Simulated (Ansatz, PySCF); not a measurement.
CH3Be, SMILES [Be+][CH3], charge +1. Atoms are numbered in the order given.

```xyz
5

Be     0.0000     0.0003    -1.1835
C      0.0000     0.0000     0.4702
H      0.8944    -0.5165     0.8312
H     -0.8944    -0.5165     0.8312
H      0.0000     1.0327     0.8316
```
Charge +1, spin multiplicity 1.

Coordinates come from a B3LYP-D3(BJ)/def2-TZVPD optimisation. The multiplicity is an assumed one; other spin states were not compared. The isomer is the one that the SMILES or the coordinates give; other isomers of the formula were not compared.

Two levels are set side by side: PBE-D3(BJ)/def2-TZVPD (Ansatz, a quantum-chemistry and plane-wave program) and B3LYP-D3(BJ)/def2-TZVPD (PySCF). Each level has its own optimised geometry; the coordinates shown are those of the second. Frequencies come from the Hessian of PySCF at each geometry. Differences are taken from unrounded values.

```csv
quantity,B3LYP-D3(BJ)
mean bond length (Å),1.234
bond Be1–C2 (Å),1.654
bond C2–H3 (Å),1.094
bond C2–H4 (Å),1.094
bond C2–H5 (Å),1.094
highest harmonic wavenumber (cm⁻¹),3100
mean harmonic wavenumber (cm⁻¹),1714
zero-point energy (kcal/mol),22.05
```

What does PBE-D3(BJ) give, and how far is it from B3LYP-D3(BJ)? (The exact figures need the calculation; the answer reports its results.)


```csv
quantity,PBE-D3(BJ),PBE-D3(BJ) minus B3LYP-D3(BJ)
mean bond length (Å),1.241,0.007
bond Be1–C2 (Å),1.655,0.002
bond C2–H3 (Å),1.103,0.009
bond C2–H4 (Å),1.103,0.009
bond C2–H5 (Å),1.103,0.009
highest harmonic wavenumber (cm⁻¹),3046,-54
mean harmonic wavenumber (cm⁻¹),1668,-45
zero-point energy (kcal/mol),21.46,-0.59
```

GGA bonds tend to be longer and softer than those of functionals with exact exchange. Differences between two approximate levels are no errors against the true value.
